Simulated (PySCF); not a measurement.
Geometries of 5 isomers of C4H6BN, from PySCF 2.14.0, PBE0-D3(BJ)/def2-SVP geometry optimisation, gas phase. One conformer each, no zero-point energy, no frequencies.

Question: Which isomer lies lowest at this level?
A.
```xyz
12
angstrom
B      2.186   -0.346    0.214
N      0.774   -0.236    0.139
C      0.048    0.933   -0.079
C     -1.282    0.633   -0.088
C     -1.402   -0.783    0.134
C     -0.140   -1.280    0.267
H      2.669   -1.433    0.406
H      2.847    0.653    0.080
H      0.568    1.879   -0.209
H     -2.097    1.339   -0.237
H     -2.325   -1.357    0.185
H      0.214   -2.293    0.444
```
B.
```xyz
12
angstrom
C      2.382   -1.064    0.509
C      1.304   -0.708    0.067
B     -0.094   -0.261   -0.492
C     -1.380   -0.745    0.361
N     -0.076    1.312   -0.464
C     -0.077    2.458   -0.444
H      3.328   -1.397    0.894
H     -0.205   -0.487   -1.695
H     -2.328   -0.355   -0.042
H     -1.313   -0.473    1.427
H     -1.428   -1.844    0.308
H     -0.071    3.538   -0.435
```
C.
```xyz
12
angstrom
B      1.269    0.737    0.012
C     -0.068    1.450    0.032
C     -1.218    0.694    0.015
C     -1.184   -0.726   -0.020
C      0.017   -1.382   -0.039
N      1.188   -0.694   -0.024
H      2.366    1.242    0.022
H     -0.165    2.539    0.059
H     -2.203    1.175    0.029
H     -2.108   -1.306   -0.033
H      0.077   -2.473   -0.066
H      2.031   -1.256   -0.039
```
D.
```xyz
12
angstrom
B     -1.558   -0.290    0.390
N     -0.076   -0.138    0.042
C      1.038   -0.030   -0.223
C      2.451    0.098   -0.564
C      3.033    1.357   -0.109
C      3.517    2.399    0.264
H     -1.592   -0.593    1.575
H     -2.066    0.799    0.161
H     -1.979   -1.175   -0.341
H      2.548   -0.001   -1.659
H      2.988   -0.760   -0.123
H      3.945    3.327    0.597
```
E.
```xyz
12
angstrom
C      1.792    1.576   -0.674
C      1.489    0.402   -0.589
C      1.190   -0.988   -0.509
C     -0.006   -1.531   -0.187
B     -1.338   -0.794    0.195
N     -1.496    0.583    0.081
H      2.065    2.613   -0.748
H      2.042   -1.642   -0.739
H     -0.022   -2.627   -0.183
H     -2.277   -1.441    0.609
H     -2.353    1.052    0.337
H     -0.760    1.198   -0.246
```

Answer: C. That is 1,2-dihydro-1,2-azaborine (`B1C=CC=CN1`), 22.5 kcal/mol below the next.

```tsv
SMILES	atoms numbered as above	E (Eh)	relative (kcal/mol)	relative (kJ/mol)	dipole (D)
B1C=CC=CN1	[BH:1]1[CH:2]=[CH:3][CH:4]=[CH:5][NH:6]1	-235.23120	0.0	0.0	2.23
Bn1cccc1	[BH2:1][n:2]1[cH:3][cH:4][cH:5][cH:6]1	-235.19534	22.5	94.2	0.35
C#C/C=C\BN	[CH:1]#[C:2]/[CH:3]=[CH:4]\[BH:5][NH2:6]	-235.13824	58.3	244.1	1.61
C#C[B@@H-](C)[N+]#C	[CH:1]#[C:2][B@@H-:3]([CH3:4])[N+:5]#[CH:6]	-235.08267	93.2	390.0	6.03
[BH3-][N+]#CCC#C	[BH3-:1][N+:2]#[C:3][CH2:4][C:5]#[CH:6]	-235.06391	105.0	439.2	6.98
```

As drawn, the lowest has an N–H bond, which the highest lacks.
